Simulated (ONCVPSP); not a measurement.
## Which change was made? (O, ONCV)

* Element: oxygen
* Generator: ONCVPSP 4.0.1
* Type: optimised norm-conserving Vanderbilt (ONCV)
* Functional: PBE
* Relativity: scalar-relativistic
* Frozen core: [He]
* Valence charge: 6
* Reference configuration: 2s2 2p2.5 (charge +1.5)
* Partial waves: 2s: rc 0.65 bohr, ncon 3, nbas 7, qcut 12.1 1/bohr, local; 2p: rc 1.95 bohr, ncon 5, nbas 8, qcut 7.2 1/bohr, 1 projector; d scattering state at 0.02 Ha: rc 1.55 bohr, ncon 4, nbas 7, qcut 5.3 1/bohr, 2 projectors, debl 3.4 Ha
* Local potential: the s channel
* Core correction: none

Cutoffs, loose and tight: the cutoffs (Ha) at which the residual kinetic energy of the hardest occupied pseudo-wave falls to 1 and 0.1 mHa per electron. They do not see the model core or the augmentation charge, which bear on the density cutoff. Test errors are all-electron minus pseudo excitation energies from the reference, over the configurations 2s2 2p4; 2s2 2p3; 2s2 2p2; 2s1 2p4; variants that change the core or the reference have their own tests.

The base gives: outcome: generated; cutoff, loose: 45 Ha; cutoff, tight: 57 Ha; bound ghosts: none; GHOST(+) flags above zero: none; largest test error (meV): +180.

Question: After one change the result is: outcome: generated; cutoff, loose: 493 Ha; cutoff, tight: 619 Ha; bound ghosts: none; GHOST(+) flags above zero: none; largest test error (meV): +132. Which change was it?
A. p: rc 2.52
B. all radii scaled by about 0.80 (s 0.52, p 1.58, d 1.24 bohr)
C. s: qcut 17.1

Answer: B. The others give: p: rc 2.52 → outcome: generated; cutoff, loose: 45 Ha; cutoff, tight: 57 Ha; bound ghosts: none; GHOST(+) flags above zero: none; largest test error (meV): +438 | s: qcut 17.1 → outcome: generated; cutoff, loose: 88 Ha; cutoff, tight: 116 Ha; bound ghosts: none; GHOST(+) flags above zero: none; largest test error (meV): +190.
